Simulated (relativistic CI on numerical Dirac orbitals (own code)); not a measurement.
# Forbidden transitions in I⁴⁵⁺

Method of calculation: Dirac-Coulomb-Breit CI, separate exchange-only KLI orbitals for each configuration, QED by a radiative potential, unscaled Slater integrals (own radial code, finite nucleus).

CI space (outside the closed core 1s2): 2s2.2p4, 2s.2p5, 2p6, 2p5.3s, 2p5.3p, 2p5.3d, 2s2.2p3.3s, 2s2.2p3.3p, 2s2.2p3.3d, 2s.2p4.3s, 2s.2p4.3p, 2s.2p4.3d, 2s2.2p3.4s, 2s2.2p3.4p, 2s2.2p3.4d, 2s2.2p3.4f, 2s.2p4.4s, 2s.2p4.4p, 2s.2p4.4d, 2s.2p4.4f, 2s2.2p2.3s2, 2s2.2p2.3s.3p, 2s2.2p3.5s, 2s2.2p3.5p, 2s2.2p3.5d, 2s2.2p3.5f, 2s2.2p2.3s.3d, 2s2.2p3.5g, 2s2.2p2.3p2, 2s2.2p2.3p.3d, 2s.2p3.3s2, 2s2.2p2.3d2, 2s.2p3.3s.3p, 2s.2p3.3s.3d, 2s.2p3.3p2, 2s.2p4.5s. Levels of other configurations are missing.

| λ vac (Å) | Lower | Upper | Type | A (s⁻¹) | log gf |
| --- | --- | --- | --- | --- | --- |
| 2.4116 | 2s.2p5 3P°_2 [5] | 2p5.3d 3D°_3 [211] | E2 | 5.34e+11 | -2.49 |
| 2.4140 | 2s2.2p4 3P_1 [3] | 2s.2p4.3d 3F_3 [184] | E2 | 8.73e+11 | -2.27 |
| 2.4153 | 2s2.2p4 1D_2 [4] | 2s.2p4.3d 1F_3 [190] | E2 | 6.51e+11 | -2.40 |
| 2.4160 | 2s2.2p4 1D_2 [4] | 2s.2p4.3d 3F_4 [189] | E2 | 7.50e+11 | -2.23 |
| 2.4171 | 2s2.2p4 3P_2 [1] | 2s.2p4.3d 3F_4 [120] | E2 | 9.21e+11 | -2.14 |
| 2.4171 | 2s.2p5 3P°_2 [5] | 2p5.3d 3F°_4 [209] | E2 | 9.11e+11 | -2.14 |
| 2.4225 | 2s2.2p4 3P_0 [7] | 2s.2p4.3d 1D_2 [218] | E2 | 1.62e+12 | -2.15 |
| 2.4231 | 2s.2p5 3P°_2 [5] | 2p5.3d 3D°_2 [208] | E2 | 7.41e+11 | -2.49 |
| 2.4269 | 2s2.2p4 3P_2 [1] | 2s.2p4.3d 1F_3 [113] | E2 | 5.71e+11 | -2.45 |
| 2.4270 | 2s2.2p4 1D_2 [4] | 2s.2p4.3d 1F_3 [180] | E2 | 4.12e+11 | -2.59 |
| 2.4293 | 2s.2p5 3P°_1 [9] | 2p5.3d 3F°_3 [250] | E2 | 9.06e+11 | -2.25 |
| 2.4293 | 2s2.2p4 1S_0 [2] | 2s.2p4.3d 1D_2 [122] | E2 | 1.11e+12 | -2.31 |
| 2.4364 | 2s2.2p4 1D_2 [4] | 2s.2p4.3d 3F_4 [175] | E2 | 5.64e+11 | -2.34 |
| 2.4369 | 2s2.2p4 1D_2 [4] | 2s.2p4.3d 3D_3 [174] | E2 | 5.99e+11 | -2.43 |
| 2.4396 | 2s.2p5 1P°_1 [6] | 2p5.3d 1D°_2 [210] | E2 | 7.17e+11 | -2.49 |
| 2.4439 | 2s2.2p4 3P_1 [3] | 2s.2p4.3d 3F_3 [167] | E2 | 5.23e+11 | -2.48 |
| 2.4502 | 2s2.2p4 1D_2 [4] | 2s.2p4.3d 3G_4 [168] | E2 | 4.99e+11 | -2.39 |
| 2.4503 | 2s.2p5 1P°_1 [6] | 2p5.3d 3F°_3 [207] | E2 | 5.18e+11 | -2.49 |
| 2.4516 | 2s2.2p4 3P_2 [1] | 2s.2p4.3d 3F_4 [102] | E2 | 6.16e+11 | -2.30 |
| 2.4606 | 2s2.2p4 3P_2 [1] | 2s.2p4.3d 5F_4 [99] | E2 | 2.68e+11 | -2.66 |

Terms are leading LS components. Brackets give the number of a level in order of energy, since labels repeat. The list gives strong lines, with weight on those to low levels, among the lowest 400 of 1493 levels, so that lines to higher ones, which can be the strongest, are missing. Levels whose partners in the same complex of configurations lie outside the list can be far off, and so can their lines. Rates are taken at the computed energies, electric ones in the length gauge.

At this charge energies of transitions that change n are usually good to better than 1 %, and those within a shell (Δn = 0) to a few per cent.

LS names give the leading component of a level, which can be under half, so a name can repeat, a term be missing and a line seem to break the LS rules.
